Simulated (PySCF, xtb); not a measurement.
B(F)(NCO)2 (C2BFN2O2), SMILES B(F)(N=C=O)N=C=O. The values are those of a single conformer.

Harmonic wavenumbers (cm⁻¹) from GFN2-xTB (xtb) at its own minimum, in rising order: 28, 65, 90, 100, 349, 384, 485, 486, 489, 511, 525, 611, 1086, 1255, 1587, 1624, 2492, 2566.

Q: What does PBE-D3(BJ)/def2-SVP (PySCF) give at its own minimum? (The exact figures need the calculation; the answer reports its results.)

A: 17, 25, 90, 107, 381, 411, 554, 555, 587, 589, 594, 612, 1061, 1286, 1572, 1623, 2401, 2454. Paired by order, the mean absolute difference is 43 cm⁻¹ and the zero-point energies are 21.1 and 21.3 kcal/mol.
